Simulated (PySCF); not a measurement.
These are r2SCAN-D4/def2-TZVP in PySCF 2.14.0 values and carry that method's errors. Gas-phase values, no solvent. One relaxed conformer stands for a flexible species; it need not be the lowest. Excitations are Tamm–Dancoff values on a coarser integration grid. The basis has no diffuse functions, so Rydberg states are missing or too high.

Reference species (SMILES): `[NH2][Ga]([NH2])[NH2]` (neutral, multiplicity 1).

```json
{
  "HOMO": "-5.65 eV",
  "S1–T1 gap (TDA)": "0.48 eV"
}
```

Changed species: `[Ga]([SiH3])([SiH3])[SiH3]` (3 of 3 NH2 replaced by SiH3; the reference has 0 of 3 NH2 replaced by SiH3).

Problem. What does the change do to the HOMO and S1–T1 gap (TDA)?

Solution. the HOMO drops by 0.87 eV, to -6.52 eV; the S1–T1 gap (TDA) rises by 0.16 eV, to 0.64 eV.
